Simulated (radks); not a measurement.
Results of a calculation; reference values are marked as such.
Species: Cl VII. Configuration: [Ne] 3s1 (the NIST ground configuration). Level of theory: Dirac Kohn-Sham, relativistic LDA (MacDonald-Vosko exchange, VWN5 correlation), spin-unpolarised, spherical densities, finite nucleus; Fermi nuclear charge, rms radius 3.3654 fm (a radial shooting solver on a logarithmic mesh with Libxc functionals).

Unscreened Slater integrals over Kohn-Sham orbitals (cm^-1). Large and small components are both included. Empty in this configuration: 3p1/2.

F0(3s1/2,3s1/2): 155430
F0(3s1/2,2p3/2): 204640
G1(3s1/2,2p3/2): 18699
F0(3s1/2,2p1/2): 204780
G1(3s1/2,2p1/2): 18702
F0(3s1/2,2s1/2): 202070
G0(3s1/2,2s1/2): 14907
F0(3s1/2,3p1/2): 152470
G1(3s1/2,3p1/2): 102100
F0(2p3/2,2p3/2): 498920
F2(2p3/2,2p3/2): 231950
F0(2p3/2,2p1/2): 500350
G2(2p3/2,2p1/2): 232040
F0(2p3/2,2s1/2): 469170
G1(2p3/2,2s1/2): 276390
F0(2p3/2,3p1/2): 200950
G2(2p3/2,3p1/2): 18483
F0(2p1/2,2p1/2): 501800
F0(2p1/2,2s1/2): 470290
G1(2p1/2,2s1/2): 276230
F0(2p1/2,3p1/2): 201110
G0(2p1/2,3p1/2): 18113
F0(2s1/2,2s1/2): 449520
F0(2s1/2,3p1/2): 197420
G1(2s1/2,3p1/2): 13900
F0(3p1/2,3p1/2): 149790
